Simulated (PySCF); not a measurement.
**From computed data to an observable: oscillator strength and radiative lifetime**

AlH₃S₃, SMILES [SH][Al]([SH])[SH].

Coordinates come from a B3LYP-D3(BJ)/def2-SVP optimisation. Other conformers were not sampled.

TDDFT-B3LYP/def2-SVPD (PySCF 2.14.0) puts the first singlet state with f over 0.02 at 5.83 eV (vertical), with the transition dipole (0.583, -0.175, 0.195) in atomic units.

Task: Find the oscillator strength, the wavelength and the radiative lifetime that this transition would have in vacuum if emission retraced absorption.

Result: 
|μ|² = 0.4085 au, so |μ| = 1.62 D. ΔE = 5.83/27.211 = 0.2142 hartree. f = (2/3) ΔE |μ|² = 0.058 (the program prints 0.058).
λ = 1239.84/5.83 = 213 nm; ν = 47022 cm⁻¹.
Einstein's coefficient A = 0.6670 ν² f s⁻¹ (ν in cm⁻¹) = 8.6e7 s⁻¹, so τ = 1/A = 12 ns. This state is S5; the lower singlets have f = 0.003, 0.003, 0.005, 0.005. The figure is the radiative limit of this one transition; relaxation, internal conversion, crossing to triplets and a medium change what is measured.
